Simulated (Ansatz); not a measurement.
Reaction (hydrogenolysis of a B–Si bond): `CB(Cl)[SiH2]O` + H₂ → `CBCl` + `O[SiH3]`

Program: Ansatz. Geometries: PBE0-D4/def2-TZVP. ΔE: electronic, gas phase. CBS: MP2 limit from def2 TZ/QZ plus the TZ coupled-cluster correction, frozen cores. This one scheme is used for every species. DFT in def2-TZVPP. Each species was taken in one conformer, which may not be the lowest.

`CB(Cl)[SiH2]O`:

Z-matrix (Å, degrees):
```
C
B 1 1.552
H 1 1.092 2 114.4
H 1 1.101 2 106.7 3 118.3
H 1 1.093 2 112.2 3 -126.5
Cl 2 1.762 1 119.4 3 -20.2
Si 2 2.024 1 126.0 3 161.7
O 7 1.657 2 114.2 1 -4.6
H 7 1.495 2 108.5 1 119.5
H 7 1.486 2 109.4 1 -122.4
H 8 0.957 7 117.6 2 71.0
```

H₂:

Z-matrix (Å, degrees):
```
H
H 1 0.746
```

`CBCl`:

```xyz
7

C     0.378   -0.609   -0.065
B    -0.426    0.691    0.180
Cl   -1.134    1.597   -1.139
H     0.439   -0.922   -1.107
H    -0.051   -1.423    0.532
H     1.395   -0.478    0.328
H    -0.601    1.144    1.271
```

`O[SiH3]`:

Cartesian coordinates in Å:
```
O -1.064 -0.708 0.100
Si 0.391 0.057 -0.018
H -1.855 -0.170 0.077
H 0.517 0.803 -1.301
H 1.417 -1.008 0.047
H 0.595 1.025 1.095
```

Is it downhill or uphill in electronic energy at CCSD(T)/CBS, and by how much? (Estimate.)

Computed: Downhill: ΔE = -10.1 kcal/mol.

What do these levels give: PBE0-D4, ωB97X-V, CCSD/def2-TZVPP, CCSD(T)/def2-TZVPP, SCS-MP2/def2-QZVPP, HF/CBS(def2)? (Estimate.)

Computed: PBE0-D4 -8.8, ωB97X-V -10.6, CCSD/def2-TZVPP -12.2, CCSD(T)/def2-TZVPP -10.8, SCS-MP2/def2-QZVPP -12.0, HF/CBS(def2) -18.6 kcal/mol.

Largest T1 diagnostic among the species: 0.012.

From PBE to PBE0 (25 % exact exchange), in def2-TZVPP and without D4, ΔE moves by −1.7 kcal/mol. The D4 term adds +3.0 kcal/mol with B3LYP and +1.7 kcal/mol with PBE0; it sums over pairs of atoms, weighted by their polarisabilities, and B3LYP, whose exchange is more repulsive, gets the larger term. In def2-TZVPP, CCSD(T) changes the Hartree–Fock value by +7.6 kcal/mol (the triples alone add +1.4 kcal/mol) and MP2 by +7.6 kcal/mol.

B3LYP here is the variant with VWN-RPA as its local correlation; programs differ in this.
